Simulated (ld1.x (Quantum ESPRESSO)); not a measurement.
## Scattering properties, PAW potential for thulium (Tm)

* Element: thulium
* Generator: ld1.x (Quantum ESPRESSO) 7.5
* Type: PAW
* Functional: PBE
* Relativity: scalar-relativistic
* Frozen core: [Kr] 4d10
* Valence charge: 23
* Reference configuration: 4f13 5s2 5p6 5d0 6s0 6p0 (charge +2)
* Partial waves: 5s (bound): rcut 1.60, rcutus 2.15 bohr; 6s (bound, empty): rcut 1.60, rcutus 2.15 bohr; 5p (bound): rcut 2.15, rcutus 2.30 bohr; 6p (bound, empty): rcut 2.15, rcutus 2.30 bohr; 5d (bound, empty): rcut 1.70, rcutus 2.00 bohr; 5d channel at 0.35 Ry: rcut 1.70, rcutus 2.00 bohr; 4f (bound): rcut 1.25, rcutus 1.40 bohr; 4f channel at -0.95 Ry: rcut 1.25, rcutus 1.40 bohr
* Local potential: all-electron potential smoothed inside 1.10 bohr (lloc = -1)
* Core correction: Bessel-smoothed model core inside 1.15 bohr
* Augmentation charge: PSQ, inside the norm-conserving radii

The phase is arctan(r·u′/u) with u = r·R(r), unwrapped; energies in Ry, scanned from -7 to 5 Ry. A pole is an energy at which the radial function vanishes at the test radius. The pseudo phase is shifted by a multiple of π to meet the all-electron one at the reference energy, and phase errors are pseudo minus all-electron; the curves can meet again beyond the range given. Levels narrower than the energy grid can be missing from the lists of poles.

```tsv
channel	radius (bohr)	reference energy (Ry)	poles, all-electron	poles, pseudo	unbroken range about the reference energy with phases within 0.05 rad	phase error 1 Ry above the reference energy (rad)
s	2.52	-1.11	-4.89, 3.06	-4.89, 3.86	below 4.2	+0.023
p	2.52	-0.76	-2.73, 4.89	-2.81, 1.48	-3.1 to -0.1	-0.272
d	2.52	-0.99	0.23	0.23	below 3.3	+0.000
f	2.52	-1.29	-1.24, 3.83	-1.24, 3.85	the whole range	-0.000
```

The ghost test of this file was not conclusive. Its overlap operator is not positive definite in a basis up to 400 Ry (lowest eigenvalue s -0.03, p -0.40), so the file is unfit for use: the generalised eigenproblem breaks down once the basis is large enough, and its test numbers describe a broken file.

Phases in the p channel:

| E (Ry) | all-electron | pseudo |
| --- | --- | --- |
| -7.00 | 1.391 | 1.399 |
| -6.48 | 1.380 | 1.390 |
| -5.96 | 1.365 | 1.378 |
| -5.44 | 1.347 | 1.364 |
| -4.92 | 1.320 | 1.344 |
| -4.40 | 1.275 | 1.313 |
| -3.88 | 1.172 | 1.248 |
| -3.36 | 0.461 | 0.902 |
| -2.84 | -1.509 | -1.554 |
| -2.32 | -1.693 | -1.722 |
| -1.80 | -1.774 | -1.789 |
| -1.28 | -1.845 | -1.850 |
| -0.76 | -1.933 | -1.933 |
| -0.24 | -2.075 | -2.098 |
| 0.28 | -2.371 | -2.707 |
| 0.80 | -3.088 | -4.250 |
| 1.32 | -3.929 | -4.656 |
| 1.84 | -4.301 | -4.806 |
| 2.36 | -4.466 | -4.911 |
| 2.88 | -4.556 | -5.021 |
| 3.40 | -4.614 | -5.174 |
| 3.92 | -4.655 | -5.442 |
| 4.44 | -4.688 | -5.979 |
| 4.96 | -4.716 | -6.717 |
